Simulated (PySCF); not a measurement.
NMR data simulated for an unnamed compound:

1H NMR (600 MHz, computed): δ 5.88 (m, 1H), 5.86 (m, 1H), 4.98 (s, 2H), 4.78 (d, 2H), 1.90 (m, 2H), 1.51 (br s, 1H), 1.00 (t, 3H).

13C{1H} NMR (computed): δ 139.9 (CH), 137.9 (CH), 61.3 (CH2), 26.4 (CH2), 15.7 (CH3).

Computational details: structure optimised with GFN2-xTB, σ from GIAO-PBE0/pcSseg-1, in PySCF 2.14.0 with density-fitted response routines (non-relativistic Hamiltonian, in vacuum, equivalent nuclei averaged, single conformer).

Chemical shifts δ = σref − σ; 1H, 13C against TMS, all at this level.

**Question.** Which of these does the molecule contain: a vinyl group CH=CH2, a non-aromatic C=C double bond, an OH group, a CF3 group, a Si–H bond, a benzene ring?

**Answer.** 
- A vinyl group CH=CH2: no.
- A non-aromatic C=C double bond: yes.
- An OH group: yes (δH 1.51 (br s)).
- A CF3 group: no.
- A Si–H bond: yes (δH 4.98 (s)).
- A benzene ring: no.

The data belong to SMILES C(/C=C\CC)O[SiH2]O, C$_{5}$H$_{12}$O$_{2}$Si; they needn't prove each group on their own.

Carbon signals by region: 2 in the sp2 and nitrile region (100–160 ppm), 1 at 50–100 ppm, 2 below 50 ppm.

Exchangeable OH/NH protons stand at their gas-phase positions; hydrogen bonding in a real sample shifts them, mostly to higher δ. Shifts are as computed. Against solution values, carbons near 30 ppm lie about +3 ppm off and those near 130 ppm about +5 ppm. Of 1211 compounds with measured shifts, 218 miss one by over three times the rms of a fit or turn the order of signals round; such compounds aren't used in these exercises. No couplings were computed; multiplicities are counted from neighbouring protons, with m where these are inequivalent, close in shift, in a saturated or five-membered ring or joined by F or P, and br s for small geminal =CH2 splittings.
